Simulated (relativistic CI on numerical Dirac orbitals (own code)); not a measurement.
# Line list: Electric-dipole lines, Re42+

Method of calculation: Dirac-Coulomb-Breit CI, orbitals from a KLI potential per configuration, QED by a radiative potential, unscaled Slater integrals (own radial code, finite nucleus).

Configurations in the expansion (outside the closed core [Ar] 3d10): 4s²4p³, 4s4p⁴, 4s²4p²4d, 4p⁵, 4s4p³4d, 4s²4p²4f, 4s4p³4f, 4p⁴4d, 4s4p²4d², 4s²4p4d4f, 4p⁴4f, 4s²4p4d², 4s²4d³, 4s4p4d³, 4s²4d²4f, 4s4p4d²4f, 4p³4d², 4p²4d³, 4p²4d²4f. Double excitations out of closed p, d and f shells are left out; levels of such configurations are missing from the list, as are those of other unlisted configurations, and high levels can miss mixing partners.

| λ vac (Å) | Lower | Upper | A (s⁻¹) | gf | Branching (%) |
| --- | --- | --- | --- | --- | --- |
| 43.801 | 4s²4p²4d ²G7/2 [14] | 4s²4p4d² ²G°7/2 [143] | 1.17e+12 | 2.68e+00 | 39.6 |
| 44.023 | 4s²4p²4d ²D3/2 [5] | 4s²4p4d² ²D°3/2 [66] | 2.57e+12 | 2.99e+00 | 99.1 |
| 44.775 | 4s²4p²4d ²D5/2 [6] | 4s²4p4d² ⁴D°3/2 [80] | 1.74e+12 | 2.09e+00 | 94.1 |
| 44.900 | 4s²4p³ ²P°3/2 [1] | 4s²4p²4d ²P1/2 [19] | 1.82e+12 | 1.10e+00 | 99.7 |
| 45.022 | 4s²4p³ ²P°3/2 [1] | 4s²4p²4d ²D3/2 [17] | 2.13e+12 | 2.59e+00 | 99.9 |
| 45.220 | 4s²4p²4d ²D5/2 [6] | 4s²4p4d² ⁴D°5/2 [76] | 1.75e+12 | 3.22e+00 | 95.8 |
| 45.225 | 4s²4p³ ⁴S°3/2 [2] | 4s²4p²4d ²D5/2 [38] | 6.31e+11 | 1.16e+00 | 41.2 |
| 45.270 | 4s²4p²4d ²D5/2 [6] | 4s²4p²4f ²G°7/2 [75] | 7.61e+11 | 1.87e+00 | 88.6 |
| 45.288 | 4s²4p³ ²P°3/2 [1] | 4s²4p²4d ²D5/2 [15] | 1.67e+12 | 3.09e+00 | 99.3 |
| 45.337 | 4s²4p³ ⁴S°3/2 [2] | 4s²4p²4d ²D3/2 [36] | 1.26e+12 | 1.55e+00 | 69.5 |
| 45.590 | 4s²4p³ ²P°1/2 [4] | 4s²4p²4d ²D3/2 [47] | 1.41e+12 | 1.76e+00 | 97.8 |
| 45.650 | 4s²4p²4d ²G9/2 [21] | 4s²4p4d² ⁴G°11/2 [155] | 1.11e+12 | 4.15e+00 | 99.3 |
| 45.821 | 4s²4p³ ²D°5/2 [3] | 4s²4p²4d ²F7/2 [40] | 1.37e+12 | 3.44e+00 | 100.0 |
| 46.190 | 4s²4p³ ²D°5/2 [3] | 4s²4p²4d ²D5/2 [38] | 8.98e+11 | 1.72e+00 | 58.7 |
| 46.262 | 4s²4p²4d ²G9/2 [21] | 4s²4p4d² ⁴G°9/2 [149] | 1.19e+12 | 3.82e+00 | 67.6 |
| 46.386 | 4s²4p²4d ²D5/2 [15] | 4s²4p4d² ²G°7/2 [143] | 1.57e+12 | 4.06e+00 | 53.3 |
| 47.660 | 4s²4p²4d ²D3/2 [5] | 4s²4p4d² ⁴G°5/2 [58] | 8.12e+11 | 1.66e+00 | 96.4 |
| 54.529 | 4s²4p²4d ²F5/2 [11] | 4s²4p²4f ⁴G°7/2 [100] | 8.50e+11 | 3.03e+00 | 55.2 |
| 55.560 | 4s²4p²4d ²D3/2 [5] | 4s4p³4d ²F°5/2 [46] | 8.31e+11 | 2.31e+00 | 95.6 |
| 56.171 | 4s²4p³ ²D°5/2 [3] | 4s4p⁴ ²P3/2 [29] | 8.02e+11 | 1.52e+00 | 70.9 |
| 56.290 | 4s²4p²4d ²G7/2 [14] | 4s²4p²4f ²H°9/2 [99] | 1.04e+12 | 4.92e+00 | 95.7 |
| 57.815 | 4s²4p³ ²P°3/2 [1] | 4s4p⁴ ²P3/2 [10] | 5.16e+11 | 1.03e+00 | 91.8 |
| 59.120 | 4s²4p³ ²D°5/2 [3] | 4s4p⁴ ²D5/2 [27] | 6.45e+11 | 2.03e+00 | 96.6 |
| 59.479 | 4s²4p³ ⁴S°3/2 [2] | 4s4p⁴ ⁴P3/2 [26] | 5.26e+11 | 1.12e+00 | 78.3 |
| 59.808 | 4s²4p²4d ²D5/2 [23] | 4s4p³4d ⁴D°7/2 [125] | 9.56e+11 | 4.10e+00 | 61.3 |
| 61.202 | 4s²4p²4d ⁴D7/2 [16] | 4s²4p²4f ⁴G°9/2 [96] | 4.96e+11 | 2.79e+00 | 92.6 |
| 61.489 | 4s²4p³ ²P°3/2 [8] | 4s²4p²4d ²D5/2 [57] | 1.09e+12 | 3.69e+00 | 97.1 |
| 62.212 | 4s²4p³ ⁴S°3/2 [2] | 4s²4p²4d ²D5/2 [23] | 7.54e+11 | 2.62e+00 | 84.0 |
| 62.497 | 4s4p⁴ ⁴P5/2 [7] | 4s4p³4d ⁴D°7/2 [52] | 5.25e+11 | 2.46e+00 | 71.4 |
| 64.227 | 4s²4p³ ²D°5/2 [3] | 4s²4p²4d ²F7/2 [22] | 5.02e+11 | 2.48e+00 | 100.0 |

Terms are leading LS components. Brackets give the number of a level in order of energy, since labels repeat. The list gives strong lines, with weight on those to low levels, without lines whose two gauges differ by over a factor of 2.5, among the lowest 200 of 3430 levels, so that lines to higher ones, which can be the strongest, are missing. Levels whose partners in the same complex of configurations lie outside the list can be far off, and so can their lines. Rates are taken at the computed energies, electric ones in the length gauge.

At this charge energies of transitions that change n are usually good to better than 1 %, and those within a shell (Δn = 0) to a few per cent.

LS names give the leading component of a level, which can be under half, so a name can repeat, a term be missing and a line seem to break the LS rules.
